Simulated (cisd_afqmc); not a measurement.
Input (AFQMC/CISD/def2-TZVPP; cisd_afqmc is a phaseless AFQMC code with CISD trial states that reads the integrals written by Ansatz):

Ansatz 0.2 input:
```python
import cisd_afqmc

open("ham.yaml", "w").write("""\
crystal:
  periodic: [false, false, false]
  atoms:
    - {symbol: Ta, position_ang: [0.00990210, 0.00515431, -0.01189483]}
    - {symbol: O, position_ang: [1.05250392, 0.54785715, -1.26431311]}
    - {symbol: F, position_ang: [1.05119983, -0.94179415, 1.23203782]}
    - {symbol: F, position_ang: [-1.29113433, -1.10498569, -0.78860210]}
    - {symbol: F, position_ang: [-0.77594157, 1.51798850, 0.77687844]}
basis:
  gaussian:
    orbitals: def2-TZVPP
magnetization: {spin_polarized: false}
correlation: {method: ccsd, electrons: outside_noble_gas, hamiltonian_folder: ham}
""")
rep = cisd_afqmc.ansatz("ham.yaml")
e_ccsd = rep["correlation"]["coupled_cluster"]["energy"]["hartree"]
out = cisd_afqmc.run("ham", e_ccsd, trial="CISD", walkers=1000, populations=1, threads=12, dt=0.005, steps=40, early=36, settle=10, least=100,
    cut=5e-5, rank_cut=2e-4, target=0.0007, seconds=1500, seed=4, memory=62639, gpu=True)
```

Output:

```
orbitals 172, occupied [16], factors 992 of 1193, rank of the doubles 831 of 2496
E(HF) = -430.022974
E(CCSD) on the cut factors = -431.170895, shift to the whole factors -0.000001
Energy of the trial state on the determinant = -431.170897
  tau behind 10.8 of longer steps, mean of the populations' last blocks
   2.0  -431.22199
   4.0  -431.22339
   6.0  -431.22107
   8.0  -431.22255
  10.0  -431.22163
  12.0  -431.22152
  14.0  -431.22389
  16.0  -431.22395
  18.0  -431.22270
  20.0  -431.21997
  22.0  -431.22475
blocks 100 (0 outliers left out), error by blocks joined: 1: 0.00060, 2: 0.00069, 4: 0.00065, 8: 0.00048
E(AFQMC/CISD) = -431.22254 +/- 0.00069
```
